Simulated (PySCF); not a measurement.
Input for PySCF:
```python
from pyscf import gto, scf, dft

mol = gto.M(
    atom='''
I     0.000000    0.000000    0.000000
''',
    basis='sto-3g',
    charge=1,
    spin=2,
    verbose=4,
)

mf = dft.UKS(mol)
mf.xc = 'r2scan'
mf.kernel()
mf.analyze()
```

### Question
What does this run give for the total energy, number of basis functions, <S^2>, HOMO energy?

### Answer

```json
{
  "total_energy": "-6852.6633 Eh",
  "number_of_basis_functions": "27",
  "<S^2>": "2.000",
  "HOMO energy": "-13.55 eV"
}
```

These values belong to the state on which the SCF converged, which isn't shown to be the lowest.
